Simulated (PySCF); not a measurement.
# Highest orbital energy against ionisation energy along the second row

Calculated with PySCF 2.14, no spin-orbit coupling. Each cell gives −ε(HOMO) / ΔSCF in eV; NIST values include spin-orbit coupling, (s) semi-empirical, (t) theoretical.

```csv
species,UHF,LDA,PBE,PBE0,r2SCAN,NIST (lowest levels)
"B²⁺ (aug-cc-pVTZ-DK, spin-free X2C)",37.829 / 37.826,32.361 / 37.903,32.648 / 38.293,34.051 / 38.234,32.879 / 37.860,37.931
"C²⁺ (aug-cc-pVTZ-DK, spin-free X2C)",46.115 / 45.806,40.161 / 46.966,40.365 / 47.123,42.046 / 47.062,40.679 / 46.641,47.888
"N²⁺ (aug-cc-pVTZ-DK, spin-free X2C)",47.987 / 47.261,38.545 / 47.829,38.799 / 47.981,41.225 / 47.966,39.743 / 48.183,47.445 (s)
"O²⁺ (aug-cc-pVTZ-DK, spin-free X2C)",55.751 / 54.578,44.953 / 55.382,45.037 / 55.233,47.870 / 55.269,46.098 / 55.572,54.936 (s)
"F²⁺ (aug-cc-pVTZ-DK, spin-free X2C)",63.847 / 62.232,51.573 / 63.146,51.548 / 62.823,54.797 / 62.903,52.786 / 63.147,62.708 (s)
"Ne²⁺ (aug-cc-pVTZ-DK, spin-free X2C)",64.093 / 61.822,52.105 / 63.599,52.526 / 63.861,55.724 / 63.716,53.365 / 63.602,63.423
```

**Question.** How far is −ε(HOMO) from ΔSCF on average for each method, and why?

**Answer.** UHF 1.02 eV; LDA -9.19 eV; PBE -9.07 eV; PBE0 -6.57 eV; r2SCAN -8.24 eV. Hartree-Fock orbital energies lack relaxation and so exceed the ΔSCF value; semilocal functionals have convex E(N) from self-interaction, so their HOMO lies far too high; exact exchange moves hybrids part of the way back.
